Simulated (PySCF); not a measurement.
C5H6O2, SMILES C#C[C@H](C)C(=O)O.

The structure is a stationary point at PBE-D3(BJ)/def2-SVP. The values are those of a single conformer.

Computed with PBE-D3(BJ)/def2-SVP run with PySCF.

Harmonic, unscaled wavenumbers; measured fundamentals usually lie a few per cent lower.

```csv
mode,ν (cm⁻¹),IR (km/mol),moving atoms (share of kinetic energy)
1,20,0.8,"O 72 %, C 21 %"
2,140,0.2,"C 59 %, O 25 %, H 16 %"
3,199,1.0,"H 59 %, C 41 %"
4,222,1.3,"H 58 %, C 35 %"
5,261,3.8,"C 43 %, O 31 %, H 27 %"
6,407,1.5,"C 65 %, O 22 %, H 13 %"
7,430,2.0,"C 58 %, O 27 %, H 15 %"
8,537,11.7,"C 52 %, O 26 %, H 22 %"
9,542,35.6,"C 60 %, H 22 %, O 17 %"
10,627,49.9,"H 65 %, C 18 %, O 17 %"
11,645,55.7,"H 79 %, C 19 %"
12,651,38.4,"H 79 %, C 21 %"
13,716,54.1,"C 43 %, O 31 %, H 27 %"
14,799,8.1,"C 59 %, H 30 %, O 11 %"
15,888,4.0,"C 48 %, H 47 %"
16,996,1.5,"H 60 %, C 39 %"
17,1075,20.2,"C 52 %, H 41 %"
18,1083,37.5,"H 51 %, C 42 %"
19,1152,167.0,"H 42 %, O 33 %, C 25 %"
20,1221,5.9,"H 66 %, C 30 %"
21,1253,5.1,"H 55 %, C 45 %"
22,1337,34.6,"C 50 %, H 44 %"
23,1344,36.7,"H 64 %, C 32 %"
24,1408,10.3,H 96 %
25,1417,7.0,H 95 %
26,1809,275.3,"C 64 %, O 35 %"
27,2167,4.9,"C 91 %, H 9 %"
28,2942,5.6,H 93 %
29,2997,12.1,H 97 %
30,3096,6.6,"H 90 %, C 10 %"
31,3099,7.6,"H 90 %, C 10 %"
32,3409,73.7,"H 86 %, C 14 %"
33,3624,56.8,H 94 %
```
